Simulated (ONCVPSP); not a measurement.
## Ranking ONCV potentials for silver

All share these settings but for the change named:

* Element: silver (Ag)
* Generator: ONCVPSP 4.0.1
* Type: optimised norm-conserving Vanderbilt (ONCV)
* Functional: PBE
* Relativity: scalar-relativistic
* Frozen core: [Ar] 3d10
* Valence charge: 19
* Reference configuration: 4s2 4p6 4d10 (charge +1)
* Partial waves: 4s: rc 1.55 bohr, ncon 4, nbas 8, qcut 9 1/bohr, 2 projectors, debl 1.8 Ha; 4p: rc 1.05 bohr, ncon 4, nbas 7, qcut 7.4 1/bohr, 1 projector; 4d: rc 1.05 bohr, ncon 4, nbas 8, qcut 14.9 1/bohr, local
* Local potential: the d channel
* Core correction: Teter function fitted to the true core (icmod 2), fcfact 0.65

In the s channel the program set the typed energies aside and used -3.795, 0.250 Ha.

Cutoff: the first of the cutoffs (Ha) at which the residual kinetic energy of the hardest occupied pseudo-wave falls to 1 and 0.1 mHa per electron; the density cutoff is not measured.

The base gives 114 Ha.

Of 6 variants that were run, those that failed, showed a ghost or another fault, or gave nearly equal values are left out.

A variant can come out equal or close to the base.

Task: Rank these variants from softest to hardest (loose cutoff).
A. s: qcut 10.4; p: qcut 8.6; d: qcut 17.3
B. d: nbas 7
C. all radii but the core radius scaled by about 1.06 (s 1.64, p 1.12, d 1.12 bohr)

Result: A (71 Ha), C (94 Ha), B (114 Ha).
